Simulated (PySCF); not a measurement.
# Cheap and costly routes to an ionisation energy

These are calculations, not measurements. The program is PySCF 2.14.0, an open-source quantum chemistry code, run on isolated molecules that a program drew, which may never have been made.

Each row is one molecule at its Hartree-Fock double-zeta minimum. Values are energies in eV to remove one electron at fixed geometry, as differences of total energies, from the first spin state named to the second. Koopmans is minus the highest occupied HF orbital energy, given where it applies. The basis family is cc-pV(n+d)Z, with diffuse functions on anions, UHF for radicals and no spin-orbit coupling. Best is HF at quadruple zeta, plus MP2 correlation extrapolated from triple and quadruple zeta, plus CCSD(T) minus MP2 at triple zeta, with a frozen core. The other columns are at triple zeta. The step is the size of the change in best from the same recipe one zeta lower.

```
        SMILES  charge         spin states  Koopmans     HF    PBE   CCSD  r2SCAN  CCSD(T)   best  step
        N[B+]O      +1  singlet to doublet     19.45  17.34  18.60  18.61   18.52    18.66  18.82  0.04
[BH+][N]=[AlH]      +1  singlet to doublet     17.51  15.31  17.24  16.88   17.07    17.06  17.19  0.03
     [BH+]OB=O      +1  singlet to doublet     19.44  16.80  19.10  18.78   18.86    18.97  19.12  0.03
   [BH2][AlH+]      +1  singlet to doublet     16.73  15.79  16.43  16.67   16.46    16.70  16.80  0.03
  [AlH+][AlH2]      +1  singlet to doublet     15.24  14.46  14.89  15.23   14.94    15.25  15.34  0.03
   [F][Al+][F]      +1  singlet to doublet     24.77  21.35  21.76  23.00   21.96    23.08  23.27  0.03
        [BH+]N      +1  singlet to doublet     20.28  18.28  20.20  19.85   19.97    19.98  20.11  0.03
      B=C[BH+]      +1  singlet to doublet         ?      ?  17.23      ?       ?        ?      ?     ?
```

**Estimate the best value of the last row from its PBE value.**

A least-squares line through the other rows is best = -1.30 + 1.090 x PBE, with a scatter of 0.56 eV (squared misfits over 5 degrees of freedom). At 17.23 eV it gives 17.48 eV. The calculation gives 17.07 eV, with a step of 0.02 eV, so the line misses by 0.41 eV. Over the other rows PBE lies on average 0.35 eV below best. The rest of the last row: 15.31 (HF), 16.79 (CCSD), 17.03 (r2SCAN), 16.97 (CCSD(T)), 16.61 (Koopmans).
